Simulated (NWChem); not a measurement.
# Atomisation of HAs

```
As
H 1 1.5504
```
Charge 0, spin multiplicity 3.

Everything below was run with NWChem. All single points use one geometry, from UPBE/def2-SVP, a minimum by its harmonic frequencies.

Basis set: def2-TZVP. The atomisation energy is electronic alone: no zero-point, thermal, spin-orbit or counterpoise terms. No value is extrapolated to the basis-set limit. Free atoms are single determinants with multiplicities As 4, H 2.

The Hamiltonian is non-relativistic. B3LYP has NWChem's definition, with VWN1-RPA local correlation. This spin state was chosen for the runs; another may lie lower. The structure started from a generated list of species. The unpaired electrons of the parent sit in orbitals of symmetry b1 and b2 (C2v labels of the run); other states weren't searched. The stability of the SCF solutions was not checked. Open-shell Hartree-Fock references start from PBE0 orbitals.

One of these methods gave an atomisation energy of 78.3 kcal/mol. Which?
A) B3LYP
B) HF
C) LDA (SVWN5)
D) PBE

C, LDA (SVWN5). The others give 70.2 (B3LYP), 68.0 (PBE), 43.7 (HF).
